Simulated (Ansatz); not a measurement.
The lowest singlet and triplet of SH (SMILES [SH+]); geometries from B3LYP-D3(BJ)/def2-TZVP, each state relaxed from the structure named, with no frequency check, low spin by broken symmetry.
Singlet (charge 1, multiplicity 1):
```tsv
atom	x (Å)	y (Å)	z (Å)
S	0.0000	0.0000	-0.0807
H	0.0000	0.0000	1.2908
```

A positive gap puts the triplet lower; no zero-point energy. R- takes a restricted singlet, here one determinant of a half-filled degenerate or near-degenerate pair, which mixes singlet states. U- takes an unrestricted singlet (broken symmetry where lower, unprojected). The triplet is unrestricted in single-reference levels.

Correlated levels freeze the cores.

Run with Ansatz (a quantum-chemistry and plane-wave program). Values without a source in brackets are computed.

### Question
One of these levels gives 9.06 kcal/mol for the gap E(singlet) − E(triplet), vertical, at the singlet's geometry. Which one is it?
A) U-B3LYP/def2-TZVPP (spin-contaminated)
B) R-CCSDT/cc-pV(D+d)Z
C) R-wB97X-V/def2-TZVPP
D) R-CCSDT/cc-pV(Q+d)Z

### Answer
A, U-B3LYP/def2-TZVPP (spin-contaminated). The others give 39.06 (R-wB97X-V/def2-TZVPP), 33.60 (R-CCSDT/cc-pV(D+d)Z), 29.57 (R-CCSDT/cc-pV(Q+d)Z)

Doubts at one or more of the structures used: a restricted determinant that unrestricted orbitals would lower (R-wB97X-V/def2-TZVPP, R-CCSDT/cc-pV(D+d)Z, R-CCSDT/cc-pV(Q+d)Z); other coupled-cluster roots lie near (R-CCSDT/cc-pV(D+d)Z, R-CCSDT/cc-pV(Q+d)Z).
